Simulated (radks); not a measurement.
Problem. Ir XLV, configuration [Ar] 3d10 4s2 4p3. Calculated with a radial shooting solver on a logarithmic mesh with Libxc functionals: scalar-relativistic Kohn-Sham, LDA (Slater exchange, VWN5 correlation), spin-polarised, spherical densities, finite nucleus; open shells are filled with parallel spins first (spin-orbit coupling, left out, can overturn this in heavy ions); Fermi nuclear charge, rms radius 5.4032 fm. Some entries of the table are withheld. Estimate them.

orbital  occ.  eigenvalue (eV)  <r^2> (bohr^2)  r(max) (bohr)
1s up       1        -78214.15       0.0004201        0.01083
1s down     1        -78210.65       0.0004201        0.01083
2s up       1        -15459.50        0.006408        0.06231
2s down     1        -15457.35        0.006408        0.06232
2p up       3        -13726.01        0.005347        0.05135
2p down     3        -13723.10        0.005347        0.05135
3s up       1        -5174.850         0.04030         0.1744
3s down     1        -5171.512         0.04025         0.1745
3p up       3        -4665.379         0.04081            (1)
3p down     3        -4661.708         0.04075            (2)
3d up       5        -4121.072         0.03332         0.1401
3d down     5        -4117.741         0.03327         0.1401
4s up       1        -2467.123          0.1585         0.3707
4s down     1        -2453.086          0.1585         0.3703
4p up       3        -2275.113          0.1683         0.3814
4p down     0        -2261.100          0.1684         0.3810

Solution. 
(1) 3p up r(max) (bohr): 0.1729
(2) 3p down r(max) (bohr): 0.1729
